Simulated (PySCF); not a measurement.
C₅H₅F₅.
Numbering: `[F:1][C:2]([F:3])([F:4])[C:5]([F:6])([F:7])[CH:8]1[CH2:9][CH2:10]1` (hydrogens: H11 on C8; H12, H13 on C9; H14, H15 on C10)

The same species was optimised twice, with GFN2-xTB and with PBE0-D3(BJ)/def2-SVP (PySCF), and the same property calculations (PySCF, gas phase) were run on both structures.

| coordinate | GFN2-xTB | PBE0-D3(BJ)/def2-SVP | change |
| --- | --- | --- | --- |
| C2–C5 (Å) | 1.552 | 1.540 | -0.012 |
| C5–F7 (Å) | 1.360 | 1.350 | -0.010 |
| C5–C8 (Å) | 1.506 | 1.495 | -0.011 |
| C2–F3 (Å) | 1.336 | 1.329 | -0.007 |
| F1–C2 (Å) | 1.337 | 1.331 | -0.006 |
| C2–F4 (Å) | 1.328 | 1.324 | -0.004 |
| C8–C10 (Å) | 1.503 | 1.499 | -0.004 |
| C5–F6 (Å) | 1.354 | 1.351 | -0.003 |
| C8–C9 (Å) | 1.502 | 1.499 | -0.003 |
| C9–C10 (Å) | 1.494 | 1.495 | +0.001 |
| F4–C2–C5 (°) | 112.9 | 111.0 | -1.9 |
| F6–C5–F7 (°) | 105.8 | 107.7 | +1.9 |
| C2–C5–C8 (°) | 111.7 | 113.5 | +1.8 |
| F1–C2–F3 (°) | 107.1 | 108.4 | +1.3 |
| F6–C5–C8 (°) | 112.5 | 111.3 | -1.2 |
| F3–C2–F4 (°) | 107.7 | 108.6 | +0.9 |
| F7–C5–C8 (°) | 111.4 | 110.5 | -0.9 |
| F1–C2–C5 (°) | 110.6 | 109.8 | -0.8 |
| F1–C2–C5–F6 (°) | -179 | 179 | -2 |
| C2–C5–C8–C9 (°) | 85 | 85 | 0 |

Rotational constants: A = 2085, B = 1105, C = 992.1 MHz (GFN2-xTB) against A = 2123, B = 1109, C = 1005 MHz (PBE0-D3(BJ)/def2-SVP). Point groups within 0.08 Å: C1 and C1.

On the GFN2-xTB structure: HOMO (eV) -9.26 [PBE0/pcSseg-1]; LUMO (eV) 1.22 [PBE0/pcSseg-1]; dipole (D) 2.60 [PBE0/pcSseg-1]; GIAO shielding of F1/F3/F4 (mean) (ppm) 270.8 [PBE0/pcSseg-1]; GIAO shielding of C2 (ppm) 57.4 [PBE0/pcSseg-1]; GIAO shielding of C5 (ppm) 64.1 [PBE0/pcSseg-1]; GIAO shielding of F6/F7 (mean) (ppm) 314.9 [PBE0/pcSseg-1]; GIAO shielding of C8 (ppm) 172.1 [PBE0/pcSseg-1]; GIAO shielding of C9/C10 (mean) (ppm) 182.8 [PBE0/pcSseg-1].

Question: What do these properties become on the PBE0-D3(BJ)/def2-SVP structure?

Answer: 
```
                                    property          level  on GFN2-xTB  on PBE0-D3(BJ)/def2-SVP  change
                                   HOMO (eV)  PBE0/pcSseg-1        -9.26                    -9.22   +0.04
                                   LUMO (eV)  PBE0/pcSseg-1         1.22                     1.20   -0.02
                                  dipole (D)  PBE0/pcSseg-1         2.60                     2.48   -0.12
energy, GFN2-xTB geometry as zero (kcal/mol)  PBE0/pcSseg-1          0.0                     -0.7    -0.7
     GIAO shielding of F1/F3/F4 (mean) (ppm)  PBE0/pcSseg-1        270.8                    276.5    +5.7
                  GIAO shielding of C2 (ppm)  PBE0/pcSseg-1         57.4                     59.1    +1.7
                  GIAO shielding of C5 (ppm)  PBE0/pcSseg-1         64.1                     67.0    +2.9
        GIAO shielding of F6/F7 (mean) (ppm)  PBE0/pcSseg-1        314.9                    319.7    +4.8
                  GIAO shielding of C8 (ppm)  PBE0/pcSseg-1        172.1                    172.2    +0.1
       GIAO shielding of C9/C10 (mean) (ppm)  PBE0/pcSseg-1        182.8                    181.4    -1.4
```

The heavy atoms differ by 0.035 Å rms after alignment. Among bonds between heavy atoms C2–C5 and C5–C8 change most and about equally (-0.012 to -0.011 Å). Changes are differences of the printed values. Neither structure is proved a minimum here.

Shape of the structure used: `[F:1][C:2]([F:3])([F:4])[C:5]([F:6])([F:7])[CH:8]1[CH2:9][CH2:10]1`: F1–C2–C5–F6 179°, C2–C5–C8–C9 85°.
